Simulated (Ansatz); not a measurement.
C₂H₅AlF₂O (`[OH][Al]([F])[CH2]CF`). Total charge 0; spin multiplicity 1.

```xyz
11

O     2.0289   -1.0474    0.1038
Al    0.5195   -1.1801   -0.6342
F     0.2086   -2.4329   -1.6611
C    -0.8526    0.1457   -0.2739
C    -0.4594    1.2201    0.7022
F    -1.5043    2.1201    0.8865
H     2.7597   -1.6508   -0.0174
H    -1.1406    0.5986   -1.2302
H    -1.7442   -0.3798    0.0879
H    -0.2159    0.8091    1.6863
H     0.4003    1.7975    0.3500
```

Question: What are the harmonic wavenumbers in cm⁻¹ at PBE0-D4/def2-TZVP (Ansatz, finite differences of forces, unscaled)? (An estimate is asked.)

Answer: Ansatz gave: 33, 83, 91, 212, 253, 265, 366, 381, 612, 645, 651, 829, 900, 924, 1032, 1078, 1158, 1217, 1318, 1400, 1456, 1503, 3040, 3057, 3078, 3108, 3964.

Question: Is this a minimum?

Answer: Yes, all 27 modes are real.

Question: Give the ideal-gas thermochemistry at 298.15 K and 1 bar (rigid rotor, harmonic oscillator; point group Cs, symmetry number 1).

Answer: Zero-point energy 195.3 kJ/mol; H(298) − E = 219.1 kJ/mol; entropy 379.4 J/(mol·K), of which translation 167.5, rotation 117.8, vibration 94.2; G(298) − E = 106.0 kJ/mol. Modes under 100 cm⁻¹ are hindered rotations or soft bends, so the harmonic entropy is rough.

Question: And at 400, 500, 600, 800 and 1000 K?

Answer: 
```
T (K)  H − E (kJ/mol)  S (J/mol/K)  G − E (kJ/mol)
  400           232.2        417.1            65.4
  500           247.0        450.0            22.0
  600           263.3        479.7           -24.5
  800           299.4        531.5          -125.8
 1000           338.8        575.4          -236.6
```

Question: Rotational constants (cm⁻¹)?

Answer: 0.1953, 0.04139, 0.03459.
